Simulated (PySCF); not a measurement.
PySCF input file for I2Pb, SMILES [I][Pb][I] (connectivity only; charge and spin as stated), charge -1, multiplicity 2, r2SCAN-D4/def2-SVPD. The structure is a stationary point at r2SCAN-D4/def2-SVPD. The multiplicity is an assumed one; other spin states were not compared. The isomer is the one that the SMILES or the coordinates give; other isomers of the formula were not compared. The def2 effective core potentials stand for the cores of I, Pb; spin–orbit coupling is left out.

```python
import numpy as np
from pyscf import gto, scf, dft, df
from pyscf.hessian import thermo

mol = gto.M(
    atom='''
    Pb    0.00000000    0.00000000    1.04432239
    I     0.00000000    2.36135330   -0.80787204
    I     0.00000000   -2.36135330   -0.80787204
    ''',
    basis='def2-SVPD',
    ecp={'I': 'def2-svp', 'Pb': 'def2-svp'},
    charge=-1,
    spin=1,
    max_memory=1600,
    verbose=3,
)
mf = dft.UKS(mol, xc='r2scan').density_fit(auxbasis='def2-universal-jkfit')
mf.disp = 'd4'
mf.grids.level = 4
mf.conv_tol = 1e-11
mf.max_cycle = 100
mf.kernel()
fine, coarse = mf.grids, dft.Grids(mol).set(level=1).build(with_non0tab=True)
for _ in range(3):  # follow internal instabilities
    mf.grids = coarse
    mo, _, stable, _ = mf.stability(return_status=True, nroots=4)
    mf.grids = fine
    if stable:
        break
    mf.kernel(mf.make_rdm1(mo, mf.mo_occ))

# [left out here: the lines that compute and print the analytic Hessian (its translational invariance restored by hand, since the grid's response is missing), thermochemistry and intensities]
```

Log of the run:

```

WARN: HOMO -1.31038293889181 >= LUMO -1.31038293889181

converged SCF energy = -788.793868945562  <S^2> = 0.75555343  2S+1 = 2.0055457
<class 'pyscf.df.df_jk.DFUKS'> wavefunction is stable in the internal stability analysis

WARN: MGGA Hessian is sensitive to dft grids. grids.level 4 may not be dense enough.


WARN: DFTD4 does not support analytical Hessian, using finite difference.


WARN: Mole.unit (angstrom) is changed to Bohr

Mode                                 0                   1                   2
Irrep
Freq [cm^-1]                       35.0263            119.7373            126.4120
Reduced mass [au]                 137.0668            152.3712            147.4283
Force const [Dyne/A]                0.0991              1.2871              1.3881
Char temp [K]                      50.3950            172.2753            181.8788
Normal mode                   x     y     z       x     y     z       x     y     z
       0  Pb                -0.00  0.00 -0.03    0.00  0.05  0.00    0.00  0.00 -0.04
       1   I                 0.00  0.05  0.02    0.00 -0.04  0.03    0.00 -0.04  0.03
       2   I                -0.00 -0.05  0.02   -0.00 -0.04 -0.03   -0.00  0.04  0.03
temperature 298.1500 [K]
pressure 101325.00 [Pa]
Rotational constants [GHz] 1.29139 0.35710 0.27974
Symmetry number 2
Zero-point energy (ZPE) 0.00064 [Eh]   1681.804 [J/mol]
                           tot       elec      trans        rot        vib
Entropy [J/mol/K]       368.562      5.763    185.240    128.913     48.646
Cv [J/mol/K]             49.386      0.000     12.472     12.472     24.443
Cp [J/mol/K]             57.701      0.000     20.786     12.472     24.443
Internal energy [J/mol]                      3718.434   3718.434   7587.759
Internal energy [Eh]   -788.78815  -788.79387
Enthalpy [J/mol]                             6197.391   3718.434   7587.759
Enthalpy [Eh]          -788.78720
Gibbs free energy [J/mol]                  -49031.886 -34716.876  -6916.146
Gibbs free energy [Eh] -788.82906
mode   freq/cm-1   IR/(km/mol)
   1       35.03         0.073
   2      119.74        31.933
   3      126.41         7.540
max |gradient| / (hartree/bohr): 0.00011992582158892054
APT charges: [ 0.5511 -0.7775 -0.7775]
```

Self-consistency was reached.
